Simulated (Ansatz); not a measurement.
`FC1OB1Cl` + H₂ → `ClB1CO1` + H–F at 700 K and 1 bar (hydrogenolysis of a C–F bond).

Program: Ansatz. Geometries: PBE0-D4/def2-TZVP. ΔE: electronic, gas phase. CCSD(T)/CBS is the MP2 limit (def2-TZVPP, def2-QZVPP) plus CCSD(T) − MP2 in def2-TZVPP, frozen cores. This one scheme is used for every species.

```
   species  CCSD(T)/CBS energy (Eh)  H − E (kJ/mol)  S (J/(mol·K))
`FC1OB1Cl`               -698.21416           124.7          374.4
        H₂                 -1.17544            46.8          155.3
 `ClB1CO1`               -599.02877           138.6          347.2
       H–F               -100.39570            45.2          198.5
```

H − E and S are ideal-gas, rigid-rotor, harmonic terms from PBE0-D4/def2-TZVP, for one conformer and one mirror image of each species. The MP2-based limit puts H₂ 0.8 mEh under its directly extrapolated value; such offsets cancel only in part. 1 Eh = 2625.50 kJ/mol, R = 8.31446 J/(mol·K).

Problem. By hand: ΔE, ΔH, ΔS and ΔG.

Solution. ΔE = (-599.02877) + (-100.39570) − (-698.21416) − (-1.17544) = -0.03487 Eh = -91.6 kJ/mol. Δ(H − E) = 138.6 + 45.2 − 124.7 − 46.8 = 12.3, so ΔH = -79.3 kJ/mol. ΔS = 347.2 + 198.5 − 374.4 − 155.3 = 16.0 J/(mol·K). ΔG = -79.3 − 700 × (16.0)/1000 = -90.5 kJ/mol.

Problem. By hand: the equilibrium constant, and the temperature at which ΔG would vanish if ΔH and ΔS stayed fixed.

Solution. log₁₀ K = −ΔG/(RT ln 10) = 6.8. ΔH and −TΔS have one sign here, so there is no such temperature.

ΔH outweighs TΔS. A doubt of 5 kJ/mol in ΔE shifts log₁₀ K by 0.4 here. Other conformers and mirror images would add mixing entropy, several J/(mol·K) or more a flexible species. These are equilibria of isolated gas molecules and say nothing of rates. Largest T1 diagnostic: 0.014 (customary marks: 0.02 for closed shells, 0.045 for open ones).
